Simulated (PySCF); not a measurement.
Compound: C5H5F3O3S.
Z-matrix (Å and degrees, GFN2-xTB geometry), rows numbered from 1:
```
O 
S   1  1.4262
O   2  1.4186  1  119.12
O   2  1.6086  1  109.51  3   128.07
C   4  1.4103  2  105.77  1    72.85
C   5  1.5372  4  107.11  2    51.73
C   6  1.5230  5  106.38  4   -41.40
C   7  1.4763  2  108.19  1   138.24
F   8  1.3443  7  115.87  2    75.13
C   8  1.3309  7  125.32  2  -101.18
F  10  1.3182  8  126.45  7   177.47
F  10  1.3270  8  122.37  7    -4.86
H   5  1.0900  4  107.45  2   172.50
H   5  1.0962  4  108.88  2   -68.06
H   6  1.0914  5  108.67  4    76.70
H   6  1.0890  5  110.86  4  -163.64
H   7  1.0870  2  104.79  1    19.33
```

NICS is the negative of the GIAO shielding at a point without a nucleus: at the ring centre (0) and 1 Å above and below it (1); zz is the component along the ring normal. Level: GIAO PBE0/pcSseg-1 (PySCF, non-relativistic, gas phase) on the GFN2-xTB geometry, one conformer.

Ring bond lengths (Å), with Mayer bond orders in brackets: S2–O4 1.609 (0.92), O4–C5 1.410 (0.87), C5–C6 1.537 (1.03), C6–C7 1.523 (0.97), C7–S2 1.873 (0.83).

What do the NICS probes read (ppm)?

```json
{"ring": "S2–O4–C5–C6–C7", "type": "5-membered ring with O and S; formal bonds all single", "NICS(0)": "-7.7", "NICS(1), two faces": "-3.8 / -3.4", "NICS(1)zz, two faces": "-4.1 / -3.7", "rms pucker (Å)": "0.20", "centre to ring atoms, mean (Å)": "1.32"}
```

What do they say, and how far can they be read as aromaticity?

- S2–O4–C5–C6–C7: mean NICS(1)zz -3.9 ppm, shielded. S2, C5, C6, C7 have four or more neighbours; no verdict on aromaticity is drawn.

List the ring angles and the Hirshfeld charges of the ring atoms.

- S2–O4–C5–C6–C7: S2 95.5° (+0.545 e), O4 105.8° (-0.132 e), C5 107.1° (+0.007 e), C6 106.4° (-0.076 e), C7 102.1° (-0.048 e); sum 516.8° against 540° for a flat convex ring.

Time: 98 s of wall time. Hardware: an Arm Neoverse N1 with one thread, on a shared host. This is the whole shielding run at PBE0/pcSseg-1, SCF included.
